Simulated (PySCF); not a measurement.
Cl3Si (SMILES Cl[Si](Cl)Cl), doublet, geometry from GFN2-xTB; M062X/STO-3G (PySCF).

Input for PySCF:
```python
from pyscf import gto, scf, dft

mol = gto.M(
    atom='''
Si    0.305349    0.301083    0.303222
Cl   -0.851349   -0.875891    1.477321
Cl    1.471334   -0.855542   -0.881862
Cl   -0.871449    1.483482   -0.845170
''',
    basis='sto-3g',
    charge=0,
    spin=1,
    verbose=4,
)

mf = dft.UKS(mol)
mf.xc = 'm062x'
mf.kernel()
mf.analyze()
```

Q: What does PySCF print? Leave out banner, timings and long lists.

A: 
```
PySCF version 2.14.0

[INPUT] verbose = 4
[INPUT] num. atoms = 4
[INPUT] num. electrons = 65
[INPUT] charge = 0
[INPUT] spin (= nelec alpha-beta = 2S) = 1
[INPUT] symmetry False subgroup None
[INPUT] Mole.unit = angstrom
[INPUT] Symbol           X                Y                Z      unit          X                Y                Z       unit  Magmom
[...]
nuclear repulsion = 325.137116421977
number of shells = 20
number of NR pGTOs = 108
number of NR cGTOs = 36
basis = sto-3g
ecp = {}

******** <class 'pyscf.dft.uks.UKS'> ********
method = UKS
initial guess = minao
damping factor = 0
level_shift factor = 0
DIIS = <class 'pyscf.scf.diis.CDIIS'>
diis_start_cycle = 1
diis_space = 8
diis_damp = 0
SCF conv_tol = 1e-09
SCF conv_tol_grad = None
SCF max_cycles = 50
direct_scf = True
direct_scf_tol = 1e-13
number electrons alpha = 33  beta = 32
XC library pyscf.dft.libxc version 7.1.2
    S. Lehtola, C. Steigemann, M. J. T. Oliveira, and M. A. L. Marques,  SoftwareX 7, 1–5 (2018)
XC functionals = m062x
    Y. Zhao and D. G. Truhlar,  Theor. Chem. Acc. 120, 215 (2008)
    Y. Zhao and D. G. Truhlar,  Theor. Chem. Acc. 120, 215 (2008)
radial grids:
    Treutler-Ahlrichs [JCP 102, 346 (1995); DOI:10.1063/1.469408] (M4) radial grids

becke partition: Becke, JCP 88, 2547 (1988); DOI:10.1063/1.454033
pruning grids: <function nwchem_prune>
grids dens level: 3
symmetrized grids: False
atomic radii adjust function: <function treutler_atomic_radii_adjust>
small_rho_cutoff = 0
Set gradient conv threshold to 3.16228e-05
tot grids = 75824
init E= -1651.28136749893

cycle= 1 E= -1651.7657072313  delta_E= -0.484  |g|= 0.301  |ddm|= 2.02
cycle= 2 E= -1651.82727308962  delta_E= -0.0616  |g|= 0.217  |ddm|=  1.2
cycle= 3 E= -1651.86938795157  delta_E= -0.0421  |g|= 0.0095  |ddm|= 0.44
cycle= 4 E= -1651.86972660358  delta_E= -0.000339  |g|= 0.00295  |ddm|= 0.0782
cycle= 5 E= -1651.86976527359  delta_E= -3.87e-05  |g|= 0.000795  |ddm|= 0.0286
cycle= 6 E= -1651.869767735  delta_E= -2.46e-06  |g|= 0.000114  |ddm|= 0.0064
cycle= 7 E= -1651.86976778005  delta_E= -4.5e-08  |g|= 8.35e-06  |ddm|= 0.000863
cycle= 8 E= -1651.86976778021  delta_E= -1.61e-10  |g|= 1.26e-06  |ddm|= 5.04e-05
Extra cycle  E= -1651.86976778021  delta_E= -2.73e-12  |g|= 4.26e-07  |ddm|= 6.33e-06
converged SCF energy = -1651.86976778021  <S^2> = 0.75138776  2S+1 = 2.0013873
**** SCF Summaries ****
Total Energy =                       -1651.869767780209258
Nuclear Repulsion Energy =             325.137116421976884
[...]
Two-electron Energy =                  957.767084833952822
Two-electron Coulomb Energy =         1063.466516860031106
DFT Exchange-Correlation Energy =     -105.699432026078313
**** MO energy ****
                             alpha | beta                alpha | beta
[...]
To work with the spin densities directly, `use mulliken_meta_spin()` only printing them here.

 ** Mulliken spin pop alpha/beta on meta-lowdin orthogonal AOs **
 ** Mulliken Spin Density (per AO)  **
spin_pop of  0 Si 1s        0.00000
spin_pop of  0 Si 2s        0.00001
spin_pop of  0 Si 3s        0.26665
spin_pop of  0 Si 2px       0.00006
spin_pop of  0 Si 2py       0.00006
spin_pop of  0 Si 2pz       0.00006
spin_pop of  0 Si 3px       0.15036
spin_pop of  0 Si 3py       0.14640
spin_pop of  0 Si 3pz       0.14838
spin_pop of  1 Cl 1s        0.00000
spin_pop of  1 Cl 2s        0.00001
spin_pop of  1 Cl 3s        0.00065
spin_pop of  1 Cl 2px       0.00002
spin_pop of  1 Cl 2py       0.00002
spin_pop of  1 Cl 2pz      -0.00000
spin_pop of  1 Cl 3px       0.05178
spin_pop of  1 Cl 3py       0.05179
spin_pop of  1 Cl 3pz      -0.00825
spin_pop of  2 Cl 1s        0.00000
spin_pop of  2 Cl 2s        0.00001
spin_pop of  2 Cl 3s        0.00065
spin_pop of  2 Cl 2px      -0.00000
spin_pop of  2 Cl 2py       0.00002
spin_pop of  2 Cl 2pz       0.00002
spin_pop of  2 Cl 3px      -0.00818
spin_pop of  2 Cl 3py       0.05094
spin_pop of  2 Cl 3pz       0.05254
spin_pop of  3 Cl 1s        0.00000
spin_pop of  3 Cl 2s        0.00001
spin_pop of  3 Cl 3s        0.00065
spin_pop of  3 Cl 2px       0.00002
spin_pop of  3 Cl 2py      -0.00000
spin_pop of  3 Cl 2pz       0.00002
spin_pop of  3 Cl 3px       0.05262
spin_pop of  3 Cl 3py      -0.00832
spin_pop of  3 Cl 3pz       0.05102
 ** Mulliken Spin Density (per atom)  **
spin density of  0 Si =      0.71198
spin density of  1 Cl =      0.09601
spin density of  2 Cl =      0.09600
spin density of  3 Cl =      0.09602
 ** Mulliken pop alpha/beta on meta-lowdin orthogonal AOs **
 ** Mulliken pop       alpha | beta **
[...]
In total            33.00000 | 32.00000
 ** Mulliken atomic charges   ( Nelec_alpha | Nelec_beta ) **
charge of  0Si =      0.64773  (     7.03212      6.32014 )
charge of  1Cl =     -0.21591  (     8.65596      8.55995 )
charge of  2Cl =     -0.21591  (     8.65595      8.55996 )
charge of  3Cl =     -0.21591  (     8.65596      8.55995 )
Dipole moment(X, Y, Z, Debye):  1.17239,  1.15603,  1.16422
```
